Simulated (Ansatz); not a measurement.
**Ligand exchange: SnH3Br + SiH(SiH3)Br2 → SiH3(SnH3) + SiHBr3**

Species: SnH3Br `[Br][SnH3]`, singlet; SiH(SiH3)Br2, singlet; SiH3(SnH3), singlet; SiHBr3 `Br[SiH](Br)Br`, singlet. The partners trade Br for SiH3: Sn–Br and Si–SiH3 bonds give way to Sn–SiH3 and Si–Br.

Shapes, held fixed at every level: PBE0-D4/def2-TZVP. Programs: Ansatz 0.2.0. The zero-point and thermal change to 298 K, harmonic and unscaled (PBE0-D4/def2-TZVP), is -0.5 kJ/mol.

| level | kind | ΔH(298 K) (kJ/mol) | less CCSD(T)/def2-TZVPP | CPU time (sum over the molecules) |
| --- | --- | --- | --- | --- |
| HF/def2-SVP | Hartree–Fock | +7.1 | +16.8 | – |
| SPW92/def2-TZVPP | LDA | -16.1 | -6.4 | 16 s |
| r2SCAN-D4/def2-TZVPP | meta-GGA | -7.6 | +2.1 | 56 s |
| wB97M-V/def2-TZVPP | range-separated hybrid | -10.6 | -0.9 | 2.6 min |
| wB97X-V/def2-TZVPP | range-separated hybrid | -4.0 | +5.7 | 1.9 min |
| MP2/def2-TZVPP | perturbation theory | -16.7 | -7.0 | – |
| CCSD(T)/def2-TZVPP | coupled cluster or CI | -9.7 | 0.0 | 19 min |

The highest level, CCSD(T)/def2-TZVPP, gives ΔH(298 K) = -9.7 kJ/mol; the levels span -16.7 to +7.1. They disagree on the sign: 1 of 7 are positive. The column of differences is taken from that level and isn't an error. No measured value is set beside it here. For atoms past krypton def2 sets carry core potentials with scalar relativity. Relativity is left out for Br. Outer-core shells of Br, Sn are correlated in most correlated rows, in sets that cover them unevenly. Times are processor times on shared x86 and Arm servers, and rough.
